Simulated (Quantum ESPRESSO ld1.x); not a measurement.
Q: The mean radii <r> (bohr) of the occupied orbitals of an atom or ion are listed with their occupations. All-electron calculation, scalar-relativistic Kohn-Sham, rPW86 exchange with PBE correlation, spin-unpolarised, spherical densities, point nucleus. Program: ld1.x of Quantum ESPRESSO 7.5.

orbital  occ.      <r>
1s          2  0.05842
2s          2   0.2666
2p          6   0.2353
3s          1   0.8024
3p          6   0.8433
3d          6   0.9998
4s          1    2.374

Name the element and its charge.

A: Z = 26, iron, charge +2: Fe2+ in [Ne] 3s1 3p6 3d6 4s1. The 1s radius gives Z: for a bare nucleus <r> = (2 gamma + 1)/(2Z) with gamma = sqrt(1 - (Z/c)^2), 0.05699 bohr for Z = 26, and screening makes it slightly larger (0.05842 here). The occupations add up to 24, and the charge is Z minus that.
